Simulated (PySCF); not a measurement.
## From a computed spectrum to the compound

A species of 3 atoms with charge 1 has these harmonic modes (PBE0, small Gaussian bases with core potentials, PySCF 2.14.0):

```json
{"cm⁻¹": "196", "km/mol": "11.0", "symmetry": "a'"}
{"cm⁻¹": "428", "km/mol": "45.1", "symmetry": "a'"}
{"cm⁻¹": "1018", "km/mol": "116.4", "symmetry": "a'"}
```

(1) Which species is it, and in which structure?

Answers

(1) [HfOCl]+ (singlet):
```xyz
3

Hf    0.1926    0.0000   -0.2740
O     1.5061    0.0000    0.8200
Cl   -1.6799    0.0000    1.0348
```
Ideal gas at 298.15 K and 1 bar: S = 296.7 J/(mol K), Cp = 48.4 J/(mol K), H − H(0 K) = 12.2 kJ/mol (rigid rotor, harmonic modes, spin degeneracy alone). 
 This is one of several that fit.
